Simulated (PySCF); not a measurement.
C2H7FO2Si (SMILES CC[Si](O)(O)F), singlet, geometry from GFN2-xTB; CASCI(6,4)/STO-3G run with PySCF.

The PySCF input:
```python
from pyscf import gto, scf, mcscf
import numpy

mol = gto.M(
    atom='''
C    -2.00314931   -0.94258722    0.96898920
C    -1.27941501   -0.74899404   -0.36213037
Si    0.35001488    0.18819813   -0.19041684
O     0.05337587    1.61366252    0.49169274
O     1.19159618    0.43425021   -1.55673258
F     1.34302856   -0.65957489    0.77333533
H    -2.23121930    0.02073112    1.41652236
H    -1.37959179   -1.50016669    1.66307714
H    -2.93394027   -1.48836576    0.82522620
H    -1.93922566   -0.21775685   -1.04881525
H    -1.09545473   -1.72910009   -0.80762169
H     0.73607178    2.27780426    0.55701092
H     1.59150418   -0.29556029   -2.02041619
''',
    basis='sto-3g',
    verbose=4,
)

mf = scf.RHF(mol)
mf.kernel()
mc = mcscf.CASCI(mf, 4, 6)
mc.fix_spin_(ss=0.0)
mc.kernel()
occ = numpy.linalg.eigvalsh(mc.fcisolver.make_rdm1(mc.ci, mc.ncas, mc.nelecas))[::-1]
ss = mc.fcisolver.spin_square(mc.ci, mc.ncas, mc.nelecas)[0]
print('natural occupations', occ.round(4), ' <S^2>', round(ss, 4))
```

The log (banner, timings and long lists left out):

```
PySCF version 2.14.0

[INPUT] verbose = 4
[INPUT] num. atoms = 13
[INPUT] num. electrons = 58
[INPUT] charge = 0
[INPUT] spin (= nelec alpha-beta = 2S) = 0
[INPUT] symmetry False subgroup None
[INPUT] Mole.unit = angstrom
[INPUT] Symbol           X                Y                Z      unit          X                Y                Z       unit  Magmom
[INPUT]  1 C     -2.003149310000  -0.942587220000   0.968989200000 AA   -3.785403582511  -1.781231694315   1.831124205661 Bohr   0.0
[INPUT]  2 C     -1.279415010000  -0.748994040000  -0.362130370000 AA   -2.417743968558  -1.415393604532  -0.684327220687 Bohr   0.0
[INPUT]  3 Si     0.350014880000   0.188198130000  -0.190416840000 AA    0.661432262723   0.355642922855  -0.359835677105 Bohr   0.0
[INPUT]  4 O      0.053375870000   1.613662520000   0.491692740000 AA    0.100865775960   3.049380220275   0.929164616037 Bohr   0.0
[INPUT]  5 O      1.191596180000   0.434250210000  -1.556732580000 AA    2.251790431278   0.820613966435  -2.941798225388 Bohr   0.0
[INPUT]  6 F      1.343028560000  -0.659574890000   0.773335330000 AA    2.537956155869  -1.246415900740   1.461391976150 Bohr   0.0
[INPUT]  7 H     -2.231219300000   0.020731120000   1.416522360000 AA   -4.216393400844   0.039176139055   2.676839309723 Bohr   0.0
[INPUT]  8 H     -1.379591790000  -1.500166690000   1.663077140000 AA   -2.607050646798  -2.834904185295   3.142760318625 Bohr   0.0
[INPUT]  9 H     -2.933940270000  -1.488365760000   0.825226200000 AA   -5.544343576132  -2.812603659580   1.559451508816 Bohr   0.0
[INPUT] 10 H     -1.939225660000  -0.217756850000  -1.048815250000 AA   -3.664605391129  -0.411500808248  -1.981973577767 Bohr   0.0
[INPUT] 11 H     -1.095454730000  -1.729100090000  -0.807621690000 AA   -2.070109421559  -3.267525612061  -1.526183806358 Bohr   0.0
[INPUT] 12 H      0.736071780000   2.277804260000   0.557010920000 AA    1.390974072221   4.304426216768   1.052598087192 Bohr   0.0
[INPUT] 13 H      1.591504180000  -0.295560290000  -2.020416190000 AA    3.007507026300  -0.558528001397  -3.818033256737 Bohr   0.0

nuclear repulsion = 338.960261253546
number of shells = 27
number of NR pGTOs = 123
number of NR cGTOs = 41
basis = sto-3g
ecp = {}

******** <class 'pyscf.scf.hf.RHF'> ********
method = RHF
initial guess = minao
damping factor = 0
level_shift factor = 0
DIIS = <class 'pyscf.scf.diis.CDIIS'>
diis_start_cycle = 1
diis_space = 8
diis_damp = 0
SCF conv_tol = 1e-09
SCF conv_tol_grad = None
SCF max_cycles = 50
direct_scf = True
direct_scf_tol = 1e-13
Set gradient conv threshold to 3.16228e-05
Initial guess from minao.
init E= -610.916065171837
  HOMO = -0.345607957042964  LUMO = 0.181706511406323  gap/eV = 14.34896
cycle= 1 E= -610.143636552636  delta_E= 0.772  |g|= 0.596  |ddm|= 4.19
  HOMO = -0.260064898046197  LUMO = 0.455730082905131  gap/eV = 19.47777
cycle= 2 E= -610.283142969234  delta_E= -0.14  |g|= 0.121  |ddm|= 1.03
  HOMO = -0.331349413560615  LUMO = 0.457981202042016  gap/eV = 21.47878
cycle= 3 E= -610.288856659825  delta_E= -0.00571  |g|= 0.0303  |ddm|= 0.202
  HOMO = -0.341547344673346  LUMO = 0.453045194655148  gap/eV = 21.62196
cycle= 4 E= -610.289398850609  delta_E= -0.000542  |g|= 0.00679  |ddm|= 0.0711
  HOMO = -0.340890859152077  LUMO = 0.453646477698375  gap/eV = 21.62046
cycle= 5 E= -610.289427647937  delta_E= -2.88e-05  |g|= 0.00166  |ddm|= 0.0168
  HOMO = -0.340800661336904  LUMO = 0.453809697345864  gap/eV = 21.62245
cycle= 6 E= -610.289429615945  delta_E= -1.97e-06  |g|= 0.00034  |ddm|= 0.00478
  HOMO = -0.340785338702015  LUMO = 0.453873311672899  gap/eV = 21.62376
cycle= 7 E= -610.289429695736  delta_E= -7.98e-08  |g|= 6.45e-05  |ddm|= 0.00101
  HOMO = -0.340799018546645  LUMO = 0.453847776204499  gap/eV = 21.62344
cycle= 8 E= -610.289429698681  delta_E= -2.95e-09  |g|= 2e-05  |ddm|= 0.000174
  HOMO = -0.340798201890997  LUMO = 0.453847575646434  gap/eV = 21.62341
cycle= 9 E= -610.289429699026  delta_E= -3.45e-10  |g|= 3.15e-06  |ddm|= 7.33e-05
  HOMO = -0.340797849558632  LUMO = 0.453847900948968  gap/eV = 21.62341
Extra cycle  E= -610.289429699035  delta_E= -9.32e-12  |g|= 1.33e-06  |ddm|= 7.32e-06
converged SCF energy = -610.289429699035

******** <class 'pyscf.mcscf.casci.CASCI'> ********
CAS (3e+3e, 4o), ncore = 26, nvir = 11
natorb = False
canonicalization = True
sorting_mo_energy = False
******** <class 'pyscf.fci.addons.SpinPenaltyFCISolver'> ********
max. cycles = 200
conv_tol = 1e-08
davidson only = True
linear dependence = 1e-12
level shift = 0.001
max iter space = 12
nroots = 1
pspace_size = 400
spin = None
Density matrix diagonal elements [1.99980938 1.99939194 1.99754515 0.00325353]
CASCI converged
CASCI E = -610.291356147028  E(CI) = -7.19993827715564  S^2 = 0.0000000
natural occupations [1.9999 1.9996 1.9973 0.0033]  <S^2> 0.0
```
